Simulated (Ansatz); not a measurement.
Consider the ligand exchange at the Si–C bond: `C[Si]1(Cl)CO1` + H–F → `F[Si]1(Cl)CO1` + CH₄.

Calculated with Ansatz (gas phase, PBE0-D4/def2-TZVP geometries, no zero-point term in ΔE). CCSD(T)/CBS adds triple-zeta CCSD(T) − MP2 to the extrapolated MP2 energy (def2 sets, frozen cores). This one scheme is used for every species. DFT in def2-TZVPP. B3LYP here is the variant with VWN-RPA as its local correlation; programs differ in this.

`C[Si]1(Cl)CO1`:

Cartesian coordinates in Å:
```
C -1.586 -0.101 -0.075
Si 0.156 0.488 0.030
Cl 0.250 2.488 -0.362
C 1.647 -0.507 -0.077
O 1.116 -0.059 1.248
H -2.009 0.112 -1.059
H -1.623 -1.176 0.108
H -2.198 0.407 0.675
H 2.612 -0.061 -0.305
H 1.634 -1.590 -0.183
```

H–F:

Cartesian coordinates in Å:
```
F 0.173 0.426 -0.025
H -0.173 -0.426 0.025
```

`F[Si]1(Cl)CO1`:

Cartesian coordinates in Å:
```
F 0.804 -1.976 0.191
Si -0.180 -0.746 0.150
Cl -1.887 -1.314 1.048
C 0.364 0.933 -0.079
O -0.256 0.128 -1.214
H 1.402 1.184 -0.284
H -0.247 1.792 0.189
```

CH₄:

```xyz
5

C     0.000    0.000    0.000
H    -0.974    0.275    0.404
H     0.392   -0.857    0.547
H     0.686    0.840    0.102
H    -0.104   -0.258   -1.053
```

Task: Is it downhill or uphill in electronic energy at CCSD(T)/CBS, and by how much? (Estimate.)

Result: The calculation gave: Downhill: ΔE = -29.7 kcal/mol.

Task: What do these levels give: ωB97M-V, PBE0, B3LYP, MP2/def2-TZVPP, CCSD(T)/def2-TZVPP, CCSD/CBS(def2)? (Best estimate.)

Result: Computed: ωB97M-V -30.5, PBE0 -29.0, B3LYP -32.7, MP2/def2-TZVPP -29.8, CCSD(T)/def2-TZVPP -30.3, CCSD/CBS(def2) -30.3 kcal/mol.

Largest T1 diagnostic among the species: 0.012.

The D4 term adds +1.5 kcal/mol with B3LYP and +0.9 kcal/mol with PBE0; it sums over pairs of atoms, weighted by their polarisabilities, and B3LYP, whose exchange is more repulsive, gets the larger term. In def2-TZVPP, CCSD(T) changes the Hartree–Fock value by +5.2 kcal/mol (the triples alone add +0.6 kcal/mol) and MP2 by +5.6 kcal/mol.
